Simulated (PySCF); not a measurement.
**C₆ coefficients of unlike pairs at PBE**

Calculated with PySCF 2.14 from the dipole response of each species, C₆(A,B) = (3/π) ∫ α_A(iu) α_B(iu) du, in atomic units, from isotropic polarisabilities. For ions this is the dispersion term alone; charge-induced terms of lower order in 1/R come first.

```tsv
species	configuration	basis	relativity	α (bohr³)	C₆ (like pair)
Zn	[Ar] 3d10 4s2 (1S)	def2-QZVPPD (11s6p5d4f2g)	none	40.75	300.5
Ar	[Ar] (1S)	x2c-QZVPPall with one added diffuse shell each of s, p, d, f type (10s7p5d3f1g)	spin-free X2C	11.80	69.64
Kr³⁺	[Ar] 3d10 4s2 4p3 (4S)	aug-cc-pwCVTZ-PP with ECP10MDF (8s7p6d4f1g)	core potential	5.486	21.79
Tc³⁺	[Kr] 4d4 (5D)	dyall-av2z (22s15p11d2f)	none	5.163	23.30
```

**Question.** Estimate C₆ for Kr³⁺ with Ar.

**Answer.** The integral gives 38.37. The combination rule 2 C_A C_B / (C_A α_B/α_A + C_B α_A/α_B) gives 38.30 and the geometric mean 38.96.

No spin-orbit coupling is included.

The other pairs:

```csv
pair,C₆
"Tc³⁺, Ar",38.69
"Tc³⁺, Kr³⁺",22.37
"Tc³⁺, Zn",66.92
"Kr³⁺, Zn",68.29
"Ar, Zn",131.6
```
